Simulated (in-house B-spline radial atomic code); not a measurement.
Radial electron density of Si⁵⁺, [He] 2s2 2p5. Method: scalar-relativistic (X2C) Hartree-Fock, spin-polarised, averaged over the determinants with the given up and down occupations, Fermi nucleus of rms radius 3.1224 fm. Calculated with a radial B-spline atomic code at the basis-set limit.

Columns: r (bohr), 4πr²n(r) (electrons per bohr), bar.

```
 0.00418   0.3776 #
 0.00487    0.499 #
 0.00567   0.6568 ##
 0.00661   0.8635 ##
 0.00771    1.132 ###
 0.00898    1.473 ####
  0.0105    1.918 #####
  0.0122    2.456 #######
  0.0142     3.13 #########
  0.0166    3.981 ###########
  0.0193    4.969 ##############
  0.0225    6.153 #################
  0.0263    7.534 #####################
  0.0306    9.019 #########################
  0.0357    10.62 ##############################
  0.0416    12.22 ##################################
  0.0485     13.7 ######################################
  0.0565    14.89 #########################################
  0.0659    15.65 ############################################
  0.0768    15.82 ############################################
  0.0895    15.34 ###########################################
   0.104    14.26 ########################################
   0.122    12.67 ###################################
   0.142    11.06 ###############################
   0.165    9.768 ###########################
   0.193    9.121 #########################
   0.224    9.345 ##########################
   0.262    10.36 #############################
   0.305    11.69 ################################
   0.355    12.78 ####################################
   0.414    13.07 ####################################
   0.483    12.22 ##################################
   0.563    10.29 #############################
   0.656    7.708 #####################
   0.765    5.046 ##############
   0.891    2.855 ########
    1.04    1.348 ####
    1.21   0.5326 #
    1.41   0.1665 
    1.65  0.03844 
    1.92 0.006916
```

On this grid the curve has 2 maxima, near 0.0768, 0.414 bohr.

The 2p up radial function P(r) = rR(r), positive near the nucleus:

```
r (bohr)         P
 0.00418   0.00165
 0.00567  0.002964
 0.00771  0.005342
  0.0105  0.009624
  0.0142   0.01702
  0.0193   0.03016
  0.0263    0.0531
  0.0357   0.09141
  0.0485    0.1543
  0.0659    0.2535
  0.0895    0.4008
   0.122    0.6067
   0.165    0.8542
   0.224     1.114
   0.305     1.312
   0.414      1.35
   0.563     1.173
   0.765    0.8203
    1.04    0.4308
    1.41    0.1555
    1.92    0.0327
```
